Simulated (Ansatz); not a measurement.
Compare A (`[OH][SnH]1[NH]C[O]1`) with its isomer B (`O=C[NH][SnH2][OH]`).

Isolated molecules relaxed with PBE0-D4/def2-TZVP in Ansatz; ΔE leaves out vibrations. CCSD(T)/CBS adds triple-zeta CCSD(T) − MP2 to the extrapolated MP2 energy (def2 sets, frozen cores). DFT in def2-TZVPP. B3LYP here is the variant with VWN-RPA as its local correlation; programs differ in this. def2 core potentials past Kr. For Sn outer-core shells are correlated without core-valence functions, which leaves a few kJ/mol of doubt a bond. One conformer a species, not always the lowest.

Task: Which isomer does CCSD(T)/CBS put lower? Give the gap. (Estimate.)

Result: The calculation gave: B, by 71.5 kJ/mol.

Task: Give E(B) − E(A) in kJ/mol with CCSD/def2-TZVPP, PBE0-D4, CCSD(T)/def2-TZVPP, B3LYP, MP2/def2-TZVPP, r2SCAN-D4, HF/def2-TZVPP. (Best estimate.)

Result: Computed: CCSD/def2-TZVPP -82.4, PBE0-D4 -84.1, CCSD(T)/def2-TZVPP -81.3, B3LYP -94.6, MP2/def2-TZVPP -74.9, r2SCAN-D4 -89.4, HF/def2-TZVPP -110.1. None reverses the order clearly.

Largest T1 diagnostic: 0.016.

In def2-TZVPP, CCSD(T) changes the Hartree–Fock value by +28.7 kJ/mol (the triples alone add +1.1 kJ/mol) and MP2 by +35.2 kJ/mol.
